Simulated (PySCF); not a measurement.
Structure with atom numbers: `[CH3:1][O+:2]([CH3:3])[BH2-:4][CH2:5][SiH3:6]`; H(Xn) means a hydrogen on atom n.

Geometry: PBE0-D3(BJ)/def2-SVP; GIAO absolute shieldings from PySCF 2.14.0 with density-fitted response routines, gas phase, non-relativistic, averaged over equivalent atoms.

At PBE/pcSseg-1 (174 basis functions, 48 s wall time on 1 thread of an x86-64 server CPU, shared host):
| atoms | σ (ppm) |
| --- | --- |
| C1/C3 | 114.5 |
| C5 | 186.3 |
| O2 | 306.5 |
| B4 | 84.5 |
| Si6 | 408.4 |
| H(Si6) | 27.34 |
| H(B4) | 27.68 |
| H(C1)/H(C3) | 27.70 |
| H(C5) | 31.19 |

What do these become at PBE0/aug-cc-pVDZ?

Results:


| atoms | σ at PBE0/aug-cc-pVDZ | change |
| --- | --- | --- |
| C1/C3 | 135.2 | +20.7 |
| C5 | 201.1 | +14.8 |
| O2 | 326.5 | +20.0 |
| B4 | 99.7 | +15.2 |
| Si6 | 481.4 | +73.0 |
| H(Si6) | 27.50 | +0.16 |
| H(B4) | 27.84 | +0.16 |
| H(C1)/H(C3) | 27.86 | +0.16 |
| H(C5) | 31.34 | +0.15 |

The largest change is at Si6 (silicon bonded to C, 3 H). Cost: 259 basis functions, 46 s wall time on 1 thread of an Arm Neoverse V1, shared host.

A carbon bonded to boron is broadened by the quadrupolar boron nucleus and is often missing from a measured spectrum.
